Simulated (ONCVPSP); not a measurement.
**BLYP ONCV dataset for palladium (Pd), fully relativistic all-electron reference.**

ONCVPSP 4.0.1 input, shortened (lines: element, Z, core and valence counts, functional; n l f; lmax; l rc ep ncon nbas qcut; lloc lpopt rc5 dvloc0; l nproj debl; icmod fcfact rcfact), BLYP, fully relativistic:

```
  Pd 46.00    6    3  -106131      upf
    1    0    2.00
    2    0    2.00
    2    1    6.00
    3    0    2.00
    3    1    6.00
    3    2   10.00
    4    0    2.00
    4    1    6.00
    4    2   10.00
    2
    0    1.40    0.00    4    7    6.90
    1    1.10    0.00    3    6    7.80
    2    2.10    0.00    5    9    7.40
    4    2    0.70   -1.00
    0    1    0.30
    1    2    0.80
    2    2    3.80
    0    0.00    0.00
```

Open shells are filled in proportion to 2j + 1.

In the p channel the program set the typed energies aside and used -1.829, 0.250 Ha (j = l + 1/2; the other j can differ).

Poles of the logarithmic derivatives, all-electron (AE) and pseudo (PS). s: poles at -2.2 (AE) and -2.3, -1.2 (PS) Ha. p3/2: poles at 2.5 (AE) and 2.5 (PS) Ha. p1/2: poles at 2.0 (AE) and 2.0 (PS) Ha. d5/2: poles at 0.2, 4.8 (AE) and 0.2, 4.8 (PS) Ha. d3/2: poles at 0.2, 4.7 (AE) and 0.2, 4.7 (PS) Ha. Test radii: s 1.42, p3/2 1.12, p1/2 1.12, d5/2 2.13, d3/2 2.13 bohr.

- Cutoffs needed: 49 Ha and 108 Ha (the cutoffs (Ha) at which the residual kinetic energy of the hardest occupied pseudo-wave falls to 1 and 0.1 mHa per electron)
- Ghost test: ghosts flagged at negative energy: s at -41.8 eV; no localised positive-energy state flagged; a true bound ghost makes a file unfit for plane-wave use
- Configuration tests: 2 of 4 tests not solved or not reliable
